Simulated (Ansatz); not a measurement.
Input for Ansatz (development build ahead of 0.2.0):

```yaml
crystal:
  periodic: [false, false, false]
  atoms:
    - { symbol: Pr, position_ang: [0.0, 0.0, 0.0] }
    - { symbol: Cl, position_ang: [0.0, 0.0, 2.483] }
basis:
  gaussian: { orbitals: def2-TZVPP }
magnetization:
  spin_polarized: true
  initial_magnetization: 4
hamiltonian:
  xc: pbe0
```

The input is written out in the form of the current development build from the run's settings. The basis set brings a core potential for Pr, so the total leaves out those core electrons.

Output:

```yaml
Converged: yes
Total_energy: -977.01019 hartree
Spin_squared_of_the_determinant: 6.003
Stability_test: minimum
```

Caution: other spin multiplicities were not run.
